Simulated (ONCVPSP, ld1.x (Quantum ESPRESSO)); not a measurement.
Potentials for C compared

Generated with ld1.x 7.5 (TM, RRKJ, ultrasoft, PAW), atompaw 4.2 or ONCVPSP 4.0.1. The cutoff is in Ry: for ld1.x and atompaw files where the sum of valence levels is converged to 10 mRy in a Bessel basis, for ONCV files where the hardest occupied wave has 1 mHa per electron of residual kinetic energy. The error is the largest all-electron minus pseudo excitation energy over each file’s own four to seven test configurations (ionisations up to +4, promotions, holes and added fractions of an electron), all of which were solved. The labels leave out finer settings (local radius, basis sizes, second energies), which also bear on the numbers. Spin-polarised tests are not counted. The rows are a selection from randomly drawn settings: files with unsolved tests, undetermined cutoffs or missed reference levels are left out.

| potential | cutoff (Ry) | largest error (meV) | bound ghosts |
| --- | --- | --- | --- |
| ONCV, PW91, scalar-relativistic, rc 1.30/1.70 (sp), local smoothed, core correction yes, reference 2s2 2p2, qcut 4.1/7.7, projectors 2/2 | 180 | +243 | none |
| ONCV, PBEsol, scalar-relativistic, rc 1.25/2.80/2.45 (spd), local s, core correction yes, reference 2s2 2p0.5, qcut 6.2/4.2/3.8, projectors 0/2/2 | 34 | +656 | none |
| PAW, PBEsol, non-relativistic, rc 1.05/2.45 (sp), local smoothed, core correction yes, reference 2s2 2p2 | 25 | -14 | none |
| PAW, LDA (PZ), scalar-relativistic, rc 1.40/2.95 (sp), local smoothed, core correction yes, reference 2s1 2p3 | 8 | +9.8 | none |

Q: Fill in the row for C: ONCV, PBE, scalar-relativistic, rc 1.10/1.65 (sp), local smoothed, core correction yes, reference 2s2 2p1.75, qcut 6.9/9.9, projectors 1/2.

A: cutoff 51 Ry, largest error +99 meV, bound ghosts: none.

Q: Fill in the row for C: ONCV, PBE, scalar-relativistic, rc 1.35/3.00/3.20 (spd), local s, core correction no, reference 2s2 2p2, qcut 5.9/4.6/3.3, projectors 0/1/2.

A: cutoff 28 Ry, largest error +2705 meV, bound ghosts: none.

Q: Fill in the row for C: ONCV, PBEsol, scalar-relativistic, rc 1.25/2.25/1.80 (spd), local smoothed, core correction yes, reference 2s2 2p2, qcut 5.6/7.7/6.3, projectors 2/1/2.

A: cutoff 40 Ry, largest error +582 meV, bound ghosts: none.
